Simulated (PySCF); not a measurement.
Mg(Me)(OSiH3), SMILES [CH3][Mg][O][SiH3] (CH6MgOSi) (CAM-B3LYP/def2-SVP optimised geometry):

```
10

Mg     0.752    -0.156     0.000
C      2.824    -0.156     0.000
H      3.232    -1.174     0.106
H      3.232     0.445     0.828
H      3.233     0.261    -0.935
O     -1.050    -0.157     0.001
Si    -2.683    -0.158     0.004
H     -3.229    -0.479     1.358
H     -3.232    -1.171    -0.950
H     -3.233     1.174    -0.395
```

Calculation: PySCF with CAM-B3LYP/def2-TZVP.

Question: What are the frontier orbital energies and the dipole moment?

Answer: HOMO-2 -9.38 eV, HOMO-1 -9.38 eV, HOMO -8.93 eV, LUMO -0.32 eV, LUMO+1 0.96 eV; dipole moment 1.86 D.

On the same geometry PBE/def2-TZVP in PySCF 2.14.0 gives HOMO-2 -6.49 eV, HOMO-1 -6.49 eV, HOMO -6.39 eV, LUMO -1.74 eV, LUMO+1 -0.41 eV; dipole moment 2.11 D.

Meta-Löwdin charges at CAM-B3LYP/def2-TZVP: Mg1 1.39, C2 -0.89, H3 0.11, H4 0.11, H5 0.11, O6 -1.16, Si7 0.77, H8 -0.14, H9 -0.14, H10 -0.14.
